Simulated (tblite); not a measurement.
CH9AsB2N2.
Bonds: N1–B2, B2–C3, C3–N4, N4–B5, B5–As6. Hydrogens: H7, H8 on N1; H9 on B2; H10, H11 on C3; H12 on N4; H13 on B5; H14, H15 on As6.

Computed with GFN2-xTB (tblite), gas phase: L-BFGS steps from a force-field or distance-geometry start until the largest atomic force falls under 0.01 eV/Å.

Step 80: E = -474.5930 eV
```
atom  x, y, z in Å  |  force x, y, z in eV/Å
N1     -2.5776    1.2401    0.1127   -0.047   0.060  -0.061
B2     -2.0112    0.0452   -0.2730    0.038   0.022  -0.004
C3     -0.7718   -0.5323    0.5554    0.024   0.014  -0.010
N4      0.4639   -0.3812   -0.2286   -0.036   0.056   0.065
B5      1.7257   -0.8151    0.1102   -0.043   0.009  -0.016
As6     3.2967   -0.4926   -1.1371   -0.013  -0.048   0.048
H7     -3.3194    1.7039   -0.3889    0.024  -0.061   0.046
H8     -2.2832    1.7605    0.9236    0.003  -0.027   0.014
H9     -2.3964   -0.4810   -1.2470    0.005  -0.014   0.006
H10    -0.8944   -1.5940    0.8023    0.002   0.069  -0.011
H11    -0.6413   -0.0025    1.5088    0.012  -0.054  -0.019
H12     0.2967    0.1373   -1.0809    0.063  -0.027  -0.009
H13     1.8382   -1.4177    1.1174    0.035  -0.003  -0.043
H14     3.0179    0.9786   -1.3338   -0.041  -0.007   0.005
H15     4.2520   -0.1411   -0.0252   -0.025   0.010  -0.010
```

Step 81: E = -474.5948 eV
```
atom  x, y, z in Å  |  force x, y, z in eV/Å
N1     -2.5855    1.2345    0.1190   -0.037   0.078  -0.050
B2     -2.0077    0.0474   -0.2735    0.027   0.054  -0.032
C3     -0.7677   -0.5261    0.5560    0.001   0.013  -0.015
N4      0.4677   -0.3781   -0.2297   -0.025   0.042   0.111
B5      1.7259   -0.8255    0.1053   -0.021   0.017  -0.015
As6     3.3128   -0.5074   -1.1264   -0.056  -0.067   0.042
H7     -3.3234    1.7012   -0.3852    0.008  -0.067   0.037
H8     -2.2992    1.7511    0.9352    0.007  -0.029   0.024
H9     -2.3840   -0.4663   -1.2578    0.016  -0.033   0.017
H10    -0.8941   -1.5864    0.8059    0.024   0.059  -0.011
H11    -0.6405    0.0061    1.5093    0.028  -0.058  -0.043
H12     0.3040    0.1530   -1.0744    0.062  -0.027  -0.021
H13     1.8359   -1.4357    1.1088    0.023  -0.003  -0.053
H14     3.0129    0.9519   -1.3702   -0.040   0.004   0.008
H15     4.2385   -0.1117   -0.0063   -0.016   0.017   0.001
```

Step 82: E = -474.5973 eV
```
atom  x, y, z in Å  |  force x, y, z in eV/Å
N1     -2.5969    1.2277    0.1275   -0.008   0.080  -0.030
B2     -2.0020    0.0527   -0.2753    0.013   0.089  -0.064
C3     -0.7621   -0.5157    0.5566   -0.024   0.007  -0.023
N4      0.4737   -0.3734   -0.2287    0.004   0.018   0.127
B5      1.7264   -0.8417    0.0977    0.014   0.023   0.001
As6     3.3350   -0.5280   -1.1102   -0.097  -0.058   0.039
H7     -3.3320    1.6945   -0.3788   -0.025  -0.054   0.022
H8     -2.3213    1.7382    0.9509    0.004  -0.024   0.037
H9     -2.3666   -0.4436   -1.2735    0.034  -0.058   0.034
H10    -0.8944   -1.5732    0.8120    0.047   0.027  -0.017
H11    -0.6375    0.0183    1.5094    0.038  -0.042  -0.053
H12     0.3168    0.1713   -1.0658    0.054  -0.019  -0.029
H13     1.8351   -1.4647    1.0939   -0.001  -0.005  -0.054
H14     3.0046    0.9132   -1.4206   -0.033  -0.004   0.014
H15     4.2167   -0.0676    0.0209   -0.020   0.020  -0.003
```

Step 83: E = -474.5998 eV
```
atom  x, y, z in Å  |  force x, y, z in eV/Å
N1     -2.6066    1.2236    0.1337    0.020   0.066  -0.008
B2     -1.9956    0.0609   -0.2787    0.010   0.100  -0.071
C3     -0.7572   -0.5045    0.5565   -0.032  -0.001  -0.032
N4      0.4807   -0.3690   -0.2248    0.037  -0.007   0.091
B5      1.7280   -0.8585    0.0900    0.048   0.030   0.031
As6     3.3528   -0.5436   -1.0949   -0.119  -0.062   0.016
H7     -3.3445    1.6840   -0.3717   -0.061  -0.018   0.005
H8     -2.3388    1.7288    0.9623   -0.005  -0.010   0.052
H9     -2.3521   -0.4219   -1.2864    0.050  -0.084   0.038
H10    -0.8966   -1.5586    0.8168    0.057  -0.027  -0.026
H11    -0.6327    0.0279    1.5094    0.034   0.000  -0.042
H12     0.3322    0.1820   -1.0588    0.039  -0.002  -0.032
H13     1.8396   -1.4925    1.0783   -0.032  -0.018  -0.032
H14     2.9926    0.8771   -1.4587   -0.025   0.009   0.010
H15     4.1938   -0.0278    0.0430   -0.022   0.023  -0.001
```

Q: Estimate the geometry and energy of step 84. (The exact step hangs on the optimiser's Hessian estimate; all steps are aligned on step 83, rigid shifts and turns removed.)

A: E = -474.6017 eV, largest force 0.112 eV/Å
```
atom  x, y, z in Å  |  force x, y, z in eV/Å
N1     -2.6138    1.2218    0.1380    0.040   0.052   0.012
B2     -1.9903    0.0692   -0.2833    0.010   0.085  -0.053
C3     -0.7546   -0.4965    0.5560   -0.015   0.003  -0.028
N4      0.4868   -0.3631   -0.2189    0.057   0.004   0.002
B5      1.7299   -0.8687    0.0863    0.043   0.032   0.047
As6     3.3651   -0.5589   -1.0824   -0.111   0.007   0.016
H7     -3.3570    1.6744   -0.3655   -0.072   0.013   0.005
H8     -2.3523    1.7213    0.9726   -0.024  -0.010   0.032
H9     -2.3403   -0.4072   -1.2963    0.059  -0.086   0.039
H10    -0.8971   -1.5491    0.8183    0.055  -0.056  -0.041
H11    -0.6307    0.0327    1.5102    0.022   0.031  -0.033
H12     0.3451    0.1944   -1.0515    0.037  -0.021   0.015
H13     1.8413   -1.5132    1.0667   -0.047  -0.033  -0.003
H14     2.9869    0.8484   -1.4942   -0.008  -0.032   0.026
H15     4.1766    0.0024    0.0599   -0.045   0.010  -0.037
```

The energy changes by -0.0019 eV. The first-order estimate −F·Δx gives -0.0028 eV and the mean of the old and new forces, exact on a quadratic surface, -0.0019 eV. The step makes an angle of 83° with the force vector and moves no atom by more than 0.046 Å.

What follows is the cost of the whole relaxation. Hardware: an Arm Neoverse V1 with one thread, no GPU (shared host). Cost: 1.1 s.
